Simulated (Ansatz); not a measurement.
Input for Ansatz (a program for electronic structure): R-CCSD(T)/def2-TZVPPD on ClH3Ti (SMILES [Cl][TiH3]), atoms moved off the minimum. Files ending in .json are basis or fitting sets from the Basis Set Exchange.

Ansatz 0.2 input:
```yaml
crystal:
  periodic: [false, false, false]
  atoms:
    - {symbol: Ti, position_ang: [0.59183279, -0.25581179, 0.48568324]}
    - {symbol: Cl, position_ang: [-0.98734092, 0.35456117, -0.78824782]}
    - {symbol: H, position_ang: [2.11632809, 0.22938557, -0.13666516]}
    - {symbol: H, position_ang: [0.45216254, 0.48273340, 1.98985716]}
    - {symbol: H, position_ang: [0.62570102, -1.88405936, 0.65197219]}
basis:
  gaussian:
    orbitals: def2-TZVPPD.json
magnetization: {spin_polarized: false}
correlation: {method: ccsd_t, electrons: outside_noble_gas}
scf: {lower_state_search: off}
output: {forces: true}
```

**Question.** Give the final energy of this run.

**Answer.** -1310.0511 hartree (reference determinant -1309.6403, T1 diagnostic 0.027).

**Question.** How many basis functions does it have, and what does it roughly cost on one machine?

**Answer.** 169 functions; roughly 2.0 core-minutes.
